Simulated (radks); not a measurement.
The table gives one normalised radial function P(r) = r R(r) of Tl51+ in [Ar] 3d10 4s2 (r in bohr). Method: non-relativistic Kohn-Sham, LB94 model potential, spin-polarised, spherical densities, point nucleus; relativity is left out, which matters for an element this heavy; computed with a radial shooting solver on a logarithmic mesh with Libxc functionals.

| r | P |
|---|---|
| 0.000891 | 0.0043 |
| 0.001133 | 0.0069 |
| 0.00144 | 0.0110 |
| 0.001816 | 0.0173 |
| 0.002309 | 0.0273 |
| 0.002935 | 0.0431 |
| 0.003731 | 0.0674 |
| 0.004743 | 0.1045 |
| 0.006029 | 0.1601 |
| 0.007665 | 0.2419 |
| 0.009744 | 0.3586 |
| 0.01229 | 0.5128 |
| 0.01562 | 0.7197 |
| 0.01986 | 0.9694 |
| 0.02525 | 1.2354 |
| 0.03209 | 1.4587 |
| 0.0408 | 1.5405 |
| 0.05186 | 1.3529 |
| 0.06593 | 0.7862 |
| 0.08315 | -0.1279 |
| 0.1057 | -1.2694 |
| 0.1344 | -2.2309 |
| 0.1708 | -2.6037 |
| 0.2172 | -2.2407 |
| 0.2761 | -1.4159 |
| 0.3509 | -0.6274 |
| 0.4461 | -0.1814 |
| 0.5626 | -0.0331 |
| 0.7153 | -0.0030 |
| 0.9093 | -0.0001 |
| 1.156 | 0.0000 |

Which n and l does it have? It may be an empty orbital.

Answer. n = 3, l = 1: the number of nodes gives n - l - 1 = 1, the rise at small r (about r^(l+1)) gives l, and the extent must fit the shell. The curve is that of 3p. 3p: eigenvalue -5467.3 eV, 1 radial node at r = 0.0808 bohr, <r> = 0.184 bohr, 90 % of the charge inside 0.272 bohr.
